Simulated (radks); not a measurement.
Results of a calculation; reference values are marked as such.
Problem. The mean radii <r> (bohr) of the occupied orbitals of an atom or ion are listed with their occupations. Level of theory: scalar-relativistic Kohn-Sham, XLYP, spin-unpolarised, spherical densities, finite nucleus; Fermi nuclear charge, rms radius of each element as measured or else 0.836 A^(1/3) + 0.57 fm (a radial shooting solver on a logarithmic mesh with Libxc functionals).

orbital  occ.      <r>
1s          2  0.05409
2s          2   0.2448
2p          6   0.2152
3s          2   0.7107
3p          6   0.7300
3d          4   0.7581

Name the element and its charge.

Solution. Z = 28, nickel, charge +6: Ni6+ in [Ar] 3d4. The 1s radius gives Z: for a bare nucleus <r> = (2 gamma + 1)/(2Z) with gamma = sqrt(1 - (Z/c)^2), 0.05282 bohr for Z = 28, and screening makes it slightly larger (0.05409 here). The occupations add up to 22, and the charge is Z minus that.
